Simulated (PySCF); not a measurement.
# Bond lengths and vibrations by method: BCH3NO

Calculated results; nothing here was measured. They come from PySCF 2.14.0, an open-source quantum chemistry program, on an isolated molecule that a program drew, which may never have been made. The molecule is BCH3NO (charge 0, doublet), drawn as the SMILES string `[CH2]NB=O`.

The geometry was optimised and harmonic frequencies were computed with HF and MP2, all in the cc-pVDZ basis, for the commonest isotopes, with a restricted reference for singlets and an unrestricted one otherwise, and a frozen core in MP2. Each result is a local minimum of its method.

Geometry at the HF minimum:
```xyz
7
BCH3NO, angstrom
C     1.6389   -0.4436   -0.7880
N     1.6339   -1.2166    0.3861
B     0.6131   -1.2408    1.3254
O    -0.2573   -1.2606    2.1445
H     0.9079    0.3497   -0.8496
H     2.5908   -0.3261   -1.2851
H     2.3727   -1.8828    0.4815
```

Lengths of the bonds as drawn, in Å (atoms numbered as above):
```
 bond     HF    MP2
C1-N2  1.406  1.405
N2-B3  1.387  1.405
B3-O4  1.195  1.227
C1-H5  1.081  1.090
C1-H6  1.080  1.090
N2-H7  0.999  1.014
```

Rotational constants, in GHz:
```
constant,HF,MP2
A,48.86,48.13
B,4.507,4.394
C,4.133,4.032
```

Harmonic frequencies in cm^-1, each column in rising order, so a row needn't be the same motion in every method:
| rank | HF | MP2 |
|---|---|---|
| 1 | 194 | 204 |
| 2 | 225 | 209 |
| 3 | 418 | 427 |
| 4 | 547 | 473 |
| 5 | 634 | 576 |
| 6 | 666 | 590 |
| 7 | 925 | 875 |
| 8 | 1202 | ? |
| 9 | 1300 | 1268 |
| 10 | 1547 | 1445 |
| 11 | 1603 | 1513 |
| 12 | 2187 | 2026 |
| 13 | 3303 | 3224 |
| 14 | 3432 | 3362 |
| 15 | 3848 | 3671 |

**Estimate the missing MP2 frequency from the HF column.**

A single factor s that minimises the squared misfit of MP2 against s times HF over the other rows is sum(HF x MP2) / sum(HF^2) = 0.9600, with an rms misfit of 41 cm^-1. For rank 8 it gives 0.9600 x 1202 = 1154 cm^-1. The calculation gives 1132 cm^-1, 22 cm^-1 below the estimate. The drawn bonds are on average 1.2 % longer in MP2 than in HF.
